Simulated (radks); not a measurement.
Q: Spherical quantum dot in the effective-mass picture: electrons in a hard-walled sphere of radius 4.42, with a point charge +2 (a donor) at the centre, all in effective atomic units (hartree* = m*/eps^2 hartree, bohr* = eps/m* bohr), one dielectric constant everywhere. Method: non-relativistic Kohn-Sham, PBEsol, spin-polarised, spherical densities; computed with a radial shooting solver with Libxc functionals. Levels are named by radial order and angular momentum (1s, 1p, 1d, 2s, ...), and open shells are averaged over m. Results are scaled to m* = 0.205 and eps = 6.4, for which hartree* = 136.2 meV and bohr* = 1.652 nm. At N = 9 the configuration is 1s2 1p6 2s(up 1, down 0). Does electron 10 go into 1d up or 1d down or 2s down?

A: Into 2s down. The total energies of the other choices lie higher by 31.3 meV (1d up), 33.5 meV (1d down).
